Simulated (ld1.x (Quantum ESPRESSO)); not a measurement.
# Scattering properties, TM potential for zinc

zinc (Zn), norm-conserving Troullier–Martins (Kleinman–Bylander form), made with ld1.x (Quantum ESPRESSO) 7.5 (PBE, fully relativistic). Core [Ar], reference 3d10 4s2 4p0. Waves: 4p (bound, empty): rc 2.35 bohr; 3d (bound): rc 1.00 bohr; 4s (bound): rc 2.05 bohr. Local part: the s channel. Core correction: a·sin(br)/r model core inside 0.65 bohr.

Open shells are filled in proportion to 2j + 1 (rel_dist='average').

The phase is arctan(r·u′/u) with u = r·R(r), unwrapped; energies in Ry, scanned from -3 to 5 Ry. A pole is an energy at which the radial function vanishes at the test radius. The pseudo phase is shifted by a multiple of π to meet the all-electron one at the reference energy, and phase errors are pseudo minus all-electron; the curves can meet again beyond the range given. Levels narrower than the energy grid can be missing from the lists of poles.

Task: For each channel, where are the poles, and over which energies does the pseudopotential scatter like the atom?

Result:

```
channel  radius (bohr)  reference energy (Ry)  poles, all-electron  poles, pseudo  unbroken range about the reference energy with phases within 0.05 rad  phase error 1 Ry above the reference energy (rad)
      s           2.54                  -0.44                 1.10           1.06                                                              below 2.8                                             -0.003
   p1/2           2.54                  -0.08                 2.17           2.17                                                              below 4.7                                             -0.000
   p3/2           2.54                  -0.08                 2.23           2.21                                                        the whole range                                             -0.002
   d3/2           2.54                  -0.76          -0.69, 4.20          -0.69                                                              below 0.7                                             +0.021
   d5/2           2.54                  -0.73          -0.66, 4.22          -0.66                                                              below 0.7                                             +0.021
```

Phases in the d5/2 channel:

```tsv
E (Ry)	all-electron	pseudo
-3.00	1.353	1.354
-2.52	1.335	1.335
-2.04	1.309	1.311
-1.56	1.269	1.271
-1.08	1.162	1.167
-0.60	-1.679	-1.676
-0.12	-1.890	-1.879
0.36	-2.011	-1.985
0.84	-2.209	-2.141
1.32	-2.683	-2.457
1.80	-3.639	-3.172
2.28	-4.233	-3.951
2.76	-4.467	-4.309
3.24	-4.584	-4.475
3.72	-4.657	-4.567
4.20	-4.711	-4.627
4.68	-4.756	-4.671
```
